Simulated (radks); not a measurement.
Results of a calculation; reference values are marked as such.
Question: Radial electron density D(r) = 4 pi r^2 rho(r) of an atom or ion with 3 electrons. Code: a radial shooting solver on a logarithmic mesh with Libxc functionals. Model: Dirac Kohn-Sham, LB94 model potential, spin-unpolarised, spherical densities, finite nucleus; Fermi nuclear charge, rms radius of each element as measured or else 0.836 A^(1/3) + 0.57 fm.

```
   r/bohr * D(r) (the largest magnitude, 31.1, reaches the edge; | marks zero)
 0.003852 |   *
 0.004668 |     *
 0.005656 |       *
 0.006853 |          *
 0.008237 |              *
 0.009981 |                  *
  0.01209 |                        *
  0.01465 |                               *
  0.01775 |                                      *
  0.02151 |                                             *
  0.02607 |                                                   *
  0.03158 |                                                      *
  0.03827 |                                                      *
  0.04637 |                                                  *
  0.05618 |                                         *
  0.06808 |                               *
  0.08249 |                    *
  0.09995 |            *
   0.1211 |         *
   0.1467 |        *
   0.1764 |        *
   0.2137 |        *
    0.259 |      *
   0.3138 |   *
   0.3802 |*
   0.4606 *
   0.5582 *
   0.6763 *
```

What is the nuclear charge?

Answer: Z = 28. The innermost maximum, from 1s, lies near gamma/Z bohr with gamma = sqrt(1 - (Z/c)^2) = 0.979, here 0.035 bohr (found: 0.0348), and its height grows with Z. The density is that of the nickel ion Ni25+ in [He] 2s1; the configuration itself is not fixed sharply by these data, and Z only to about a unit. D(r) has 2 maxima, at r = 0.0348, 0.181 bohr, and minima at 0.140 bohr, inside which lie 2.12 electrons.
